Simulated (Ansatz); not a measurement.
## Ansatz (development build ahead of 0.2.0) run

```yaml
crystal:
  periodic: [false, false, false]
  atoms:
    - { symbol: F, position_ang: [0.71, 0.0, 3.3] }
    - { symbol: F, position_ang: [-0.71, 0.0, 3.3] }
    - { symbol: Li, position_ang: [1.34, 0.0, 0.0] }
    - { symbol: Li, position_ang: [-1.34, 0.0, 0.0] }
basis:
  gaussian: { orbitals: cc-pVDZ }
hamiltonian:
  xc: hf
```

The input is written out in the form of the current development build from the run's settings.

Output:

| Property | Result |
| --- | --- |
| Converged | yes |
| Total energy | -213.55011 hartree |
| Spin squared of the determinant | 0.000 |

Caution: stretched shape with no unrestricted run beside it, a lower state can exist.
